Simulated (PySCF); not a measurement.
**Unknown compound**

The spectra below were simulated for a compound C₄H₇FO₂Si.

$^{1}$H NMR (400 MHz, computed): δ 6.38 (m, 1H), 6.27 (m, 1H), 5.15 (m, 1H), 4.61 (m, 1H), 4.39 (m, 1H), 4.02 (m, 1H), 1.09 (br s, 1H).

$^{13}$C{$^{1}$H} NMR (computed): δ 148.2 (C), 118.7 (CH2), 58.0 (CH), 57.6 (CH).

[PySCF: coordinates at the GFN2-xTB level; GIAO PBE0/pcSseg-1 shieldings; one computed conformer; in vacuum; no relativistic terms]

Scale: TMS for $^{1}$H (31.72 ppm), $^{13}$C (186.93 ppm) (reference shieldings calculated alike).

Deduce the structure.

## Answers


1. The formula gives 2 degrees of unsaturation (1 ring in the answer).
2. 4 carbon signals for 4 carbons: no two carbons are equivalent.
3. Carbon types of the structure: 1 × C, 2 × CH, 1 × CH2, leaving 3 H on heteroatoms.
4. δC 148.2: fully substituted alkene carbon; as expected for a trigonal carbon in a double bond.
5. δC 118.7: terminal =CH2 carbon; as expected for a trigonal carbon in a double bond.
6. δC 58.0, 57.6: three-membered-ring carbon; pulled downfield by the heteroatom.
7. δH 6.38, 6.27: hydrogen on a terminal =CH2 carbon; olefinic region.
8. δH 5.15, 4.61: hydrogen on a silicon bonded to F, O.
9. δH 4.39, 4.02: hydrogen on a three-membered-ring carbon; its carbon carries O, which withdraws density.
10. δH 1.09: hydrogen on an alcohol oxygen; exchangeable, gas-phase position.

These data were computed for `O([C@@H]1C(=C)[C@H]1O)[SiH2]F`.

This is the structure that produced the data.

OH and NH positions are those of a molecule without intermolecular hydrogen bonds; in solution they move with solvent, concentration and temperature, and exchange usually removes their couplings. Splittings by $^{19}$F in the carbon and heteronuclear signals aren't shown, as no couplings were computed. Shifts are as computed. Against solution values, carbons near 30 ppm lie about +3 ppm off and those near 130 ppm about +5 ppm. Of 1211 compounds with measured shifts, 218 miss one by over three times the rms of a fit or turn the order of signals round; such compounds aren't used in these exercises. Multiplicities follow the n + 1 count of equivalent neighbours, as no J values were calculated; m marks all less simple cases, F and P coupling included.
